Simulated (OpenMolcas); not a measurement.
Pt2+ in SrF2

Pt2+ with its 8 nearest fluoride ions at 2.334 Å, on the Sr site of SrF2 (a = 5.796 Å, distance in the model lattice 2.510 Å). The rest of the host is ab initio model potentials to 7.6 Å and point charges beyond; the distance is set by hand and nothing relaxes. Ligand basis ANO-RCC-VDZP.
```
Pt    0.0000    0.0000    0.0000
F     1.3475    1.3475    1.3475
F     1.3475    1.3475   -1.3475
F     1.3475   -1.3475    1.3475
F     1.3475   -1.3475   -1.3475
F    -1.3475    1.3475    1.3475
F    -1.3475    1.3475   -1.3475
F    -1.3475   -1.3475    1.3475
F    -1.3475   -1.3475   -1.3475
```

```json
{
 "Program": "OpenMolcas 26.06",
 "Method": "SS-CASPT2, IPEA 0.25 Eh, imaginary shift 0.1 Eh (closed shells correlated: 5s 5p and the ligand valence shells)",
 "Basis": "ANO-RCC-VDZP [7s6p4d2f]",
 "Scalar Hamiltonian": "DKH2, point nucleus",
 "Active space": "8 electrons in 5 orbitals (5d)",
 "State averaging": "2S+1 = 3 even, 10 roots; 2S+1 = 1 even, 15 roots",
 "Spin-orbit coupling": "state interaction with AMFI integrals over the reference wave functions"
}
```

The lowest spin-free states (labels of O, the rotations of Oh), above the lowest:

```
State  Degeneracy  E (cm-1)  Free-ion L (%)
  3T1           3         0          F (97)
  3T2           3      8520         F (100)
  1T2           3      8960          D (75)
   1E           2      9670          D (61)
  3T1           3     17290          P (97)
  3A2           1     18570         F (100)
  1A1           1     19290          G (89)
  1T2           3     19560          G (75)
  1T1           3     22190         G (100)
   1E           2     29790          G (61)
  1A1           1     44750          S (89)
```

The lowest levels with spin-orbit coupling:

| E (cm-1) | Degeneracy | Label | 2S+1 |
| --- | --- | --- | --- |
| 0 | 1 | A1 | 3 |
| 1990 | 3 | T1 | 3 |
| 3790 | 2 | E | 3 |
| 7030 | 3 | T2 | 3 |
| 9070 | 3 | T2 | 3 (52 %) |
| 12790 | 2 | E | 1 (58 %) |
| 16250 | 3 | T1 | 3 |
| 18360 | 1 | A2 | 3 |
| 19160 | 3 | T2 | 3 (84 %) |
| 19430 | 2 | E | 3 |
| 23160 | 1 | A1 | 3 (63 %) |
| 24680 | 3 | T2 | 1 (51 %) |
| 26300 | 3 | T2 | 3 (62 %) |
| 26540 | 2 | E | 3 (53 %) |
| 26940 | 3 | T1 | 3 |
| 29510 | 1 | A1 | 1 (74 %) |
| 30580 | 3 | T1 | 1 |
| 34090 | 3 | T2 | 3 (62 %) |
| 40310 | 2 | E | 1 (84 %) |
| 56420 | 1 | A1 | 1 (87 %) |

Powder χT (cm3 K/mol): 0.00476 at 2 K, 0.0238 at 10 K, 0.119 at 50 K, 0.238 at 100 K, 0.476 at 200 K, 0.714 at 300 K. The effective moment at 300 K is 2.828 √(χT) = 2.39 μB.

The lowest level has 2S+1 = 3, for which the spin-only value is χT = S(S+1) / 2 = 1.000 cm3 K/mol (g = 2). The computed 0.714 at 300 K differs by -0.286, through orbital momentum, spin-orbit coupling and any other state in reach. With a threefold ground state the orbital momentum is unquenched, so the spin-only value is not expected to hold.

A least-squares ligand-field fit to the states below 45000 cm-1, each weighted by its degeneracy and with a free common offset, gives 10Dq = -10091 cm-1 (negative for this site), B = 652 cm-1 and C = 2708 cm-1 (C/B = 4.16), with an rms deviation of 245 cm-1.

The same method and metal basis give the free ion B = 789 cm-1 (fit to its terms below 60000 cm-1, rms deviation 485 cm-1), so the nephelauxetic ratio is β = 652 / 789 = 0.83; it hangs on how both fits weigh the states, and computed free-ion B values tend to be too large, so β mixes covalency with correlation.

Roots that are degenerate in the reference are averaged as groups; the widest CASPT2 spread within a group is 370 cm-1 (the 3-fold group of multiplicity 1 near 19600 cm-1 above the lowest state of its run). Shifts and gaps below about the spread of the groups concerned are not significant. Over all roots computed the reference weight is 0.67 to 0.68; a low but even weight reflects the number of correlated electrons. Real 4d8 and 5d8 ions are as a rule square planar and diamagnetic. Ligand-to-metal charge-transfer states are missing. With no ligand orbital active B as a rule stays too high, so bands that hang on it stand too high and its fall with covalency is understated. With one d shell and no ligand orbital active, 10Dq can be off by a tenth or more. Free-ion shares, where given, are those of the reference states; single-state CASPT2 does not remix them. No measured value stands beside these numbers; the geometry was set by hand and not optimised.

The CASPT2 steps took 2.4 min on 1 thread of Arm Neoverse V1, with other jobs on the host; the integral step is not counted.
